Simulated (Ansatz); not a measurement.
Two members of one family (Series AsH2X), computed with Ansatz in the gas phase. Binding counts from free atoms in the multiplicity of their measured ground term, without zero-point energy. A dash marks a value that wasn't run or was left out as unsound. The structures are stationary points that may keep the symmetry of their start.

First: AsH2Me (singlet, charge 0, PBE0-D4/def2-TZVP geometry).

```xyz
7

As    0.029   -1.193    0.447
H     1.323   -1.360   -0.339
H     0.775   -0.628    1.651
C    -0.449    0.556   -0.328
H    -0.805    0.396   -1.347
H     0.391    1.247   -0.341
H    -1.263    0.983    0.258
```

```tsv
level	HOMO (eV)	LUMO (eV)	gap (eV)	vertical IE (eV)	vertical triplet (eV)	binding per atom (eV)
LDA (SPW92)/def2-TZVP	-6.20	-0.51	5.69	–	–	3.62
PBE-D4/def2-SVP	-6.02	-0.03	5.98	–	–	3.23
PBE-D4/def2-TZVP	-6.10	-0.36	5.74	9.55	5.40	3.23
PBE0-D4/def2-SVP	-7.16	0.81	7.96	–	–	3.20
PBE0-D4/def2-TZVP	-7.21	0.45	7.66	9.59	5.48	3.19
```

Second: AsH2(SMe) (singlet, charge 0, PBE0-D4/def2-TZVP geometry).

| atom | x (Å) | y (Å) | z (Å) |
| --- | --- | --- | --- |
| As1 | 1.281 | -0.431 | -1.051 |
| H2 | 1.224 | -1.900 | -1.449 |
| H3 | 1.126 | 0.020 | -2.497 |
| S4 | -0.876 | -0.218 | -0.516 |
| C5 | -0.694 | 0.519 | 1.127 |
| H6 | -0.195 | -0.159 | 1.818 |
| H7 | -1.707 | 0.704 | 1.486 |
| H8 | -0.158 | 1.466 | 1.082 |

Task: Estimate how these quantities change from the first to the second (second minus first).

Result: 
| level | Δ HOMO (eV) | Δ LUMO (eV) | Δ gap (eV) | Δ vertical IE (eV) | Δ vertical triplet (eV) | Δ binding per atom (eV) |
| --- | --- | --- | --- | --- | --- | --- |
| LDA (SPW92)/def2-TZVP | 0.62 | -1.06 | -1.68 | – | – | 0.02 |
| PBE-D4/def2-SVP | 0.68 | -1.08 | -1.76 | – | – | -0.02 |
| PBE-D4/def2-TZVP | 0.60 | -0.99 | -1.58 | -0.80 | -1.23 | 0.00 |
| PBE0-D4/def2-SVP | 0.54 | -1.06 | -1.60 | – | – | -0.03 |
| PBE0-D4/def2-TZVP | 0.48 | -0.93 | -1.41 | -0.74 | -1.18 | -0.02 |
